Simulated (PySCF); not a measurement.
GeFCl2Br, SMILES [F][Ge]([Cl])([Cl])[Br]. Geometry optimised at PBE0-D3(BJ)/def2-SVP.

Computed equilibrium geometry at PBE0-D3(BJ)/def2-SVP (PySCF confirms it by a frequency run) as Cartesian coordinates in Å, and its point group:
point group Cs.
```xyz
5

F     -0.6518     1.9273     0.0000
Ge    -0.4021     0.2263     0.0000
Cl    -1.3276    -0.5512     1.7413
Cl    -1.3276    -0.5512    -1.7413
Br     1.8249    -0.1670     0.0000
```
